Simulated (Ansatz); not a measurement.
Reaction (redistribution): `C[SiH2][SiH2][AlH2]` + `C=CC1=C[SiH2]1` → `C[SiH2]C1=C[SiH2]1` + `C=C[SiH2][AlH2]`

Calculated with Ansatz (gas phase, PBE0-D4/def2-TZVP geometries, no zero-point term in ΔE). CCSD(T)/CBS adds triple-zeta CCSD(T) − MP2 to the extrapolated MP2 energy (def2 sets, frozen cores). DFT in def2-TZVPP. B3LYP here is the variant with VWN-RPA as its local correlation; programs differ in this. One conformer a species, not always the lowest.

| level | ΔE (kJ/mol) |
| --- | --- |
| B3LYP-D4 | -3.7 |
| B2PLYP | -8.0 |
| PBE | 10.7 |
| r2SCAN | 2.0 |
| PBE0 | 6.4 |
| MP2/def2-TZVPP | -11.4 |
| SCS-MP2/def2-TZVPP | -14.4 |
| CCSD/def2-TZVPP | -10.5 |

Problem. What does CCSD(T)/CBS give? (An estimate is asked.)

Solution. Ansatz gave: -9.5 kJ/mol. The listed levels differ from it by 5.8, 1.5, 20.2, 11.5, 15.9, -1.9, -4.9, -1.0 kJ/mol.

Largest T1 diagnostic among the species: 0.013.

From PBE to PBE0 (25 % exact exchange), in def2-TZVPP and without D4, ΔE moves by −4.3 kJ/mol. In def2-TZVPP, CCSD(T) changes the Hartree–Fock value by +10.1 kJ/mol (the triples alone add +2.3 kJ/mol) and MP2 by +6.9 kJ/mol.
